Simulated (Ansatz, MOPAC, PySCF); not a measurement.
Species: C$_{4}$H$_{2}$, charge 0, multiplicity 1. SMILES: C#CC#C
Geometry: optimised at B3LYP-D3(BJ)/def2-TZVP (Ansatz, a program for electronic structure).

Wanted: enthalpy of formation at 298 K, in kcal/mol. Conventions: 6-311+G** with 5d; six Cartesian d functions in 6-31G* and its kin unless marked 5d; no dispersion term unless named; open shells spin-unrestricted; spin-orbit terms left out; frozen cores in correlated levels; PM7 with its own dispersion and hydrogen-bond terms; non-relativistic. Ab initio and DFT rows: single points at B3LYP-D3(BJ) geometries (Ansatz), with unscaled harmonic terms from B3LYP/6-31G* at its own minima, enthalpies of formation by atomisation with measured atoms. Semi-empirical rows: MOPAC heats of formation at their own minima for 298 K. The Hartree-Fock reference of C#CC#C is unstable towards a lower, spin-broken solution.

Measured values: Active Thermochemical Tables 1.112 (ions: stationary electron), as tabulated in the package chemicals; they hold spin-orbit and core effects, anharmonicity. 

Value to compare with, the measured value: 110.0 kcal/mol.

```tsv
level	program	enthalpy of formation at 298 K (kcal/mol)	error
PM6	MOPAC	110.9	0.9
PM7	MOPAC	111.6	1.6
HF/3-21G	Ansatz	345.2	235.2
B3LYP/6-31G*	Ansatz	119.7	9.7
B3LYP/6-31G**	Ansatz	117.2	7.2
M06-2X/6-311+G**	PySCF	116.3	6.3
MP2/6-31G*	Ansatz	140.3	30.3
B3LYP/def2-TZVPD	Ansatz	113.1	3.1
B3LYP-D3(BJ)/def2-TZVPD	Ansatz + dftd3	109.3	-0.7
```

Among the 7 habitual levels, HF/3-21G lies farthest from the measured value (235.2 kcal/mol); 7 of 7 lie above it, and their mean absolute error is 41.6 kcal/mol, the median 7.2. One case shows no general order.

The levels are drawn from those run, B3LYP/6-31G* more often than the rest, none by its result; runs whose electronic state is in doubt are left out.
